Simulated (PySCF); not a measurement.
F3H3Si2, SMILES F[Si](F)(F)[SiH3].

Geometry optimised at PBE0-D3(BJ)/def2-SVP.

These are PBE/def2-TZVP in PySCF values and carry that method's errors.

The molecule is in vacuum.

Computed frontier levels, gap, dipole moment and polarisability:
highest occupied level: -8.15 eV
lowest empty level: -1.27 eV
orbital gap: 6.88 eV
dipole moment: 2.14 D
quadrupole, principal values (traceless, Buckingham form, about the centre of nuclear charge): -1.15, -1.15, 2.30 D·Å
mean static polarisability: 52.6 bohr³ (7.79 Å³)
polarisability, principal values: 48.6, 48.6, 60.4 bohr³
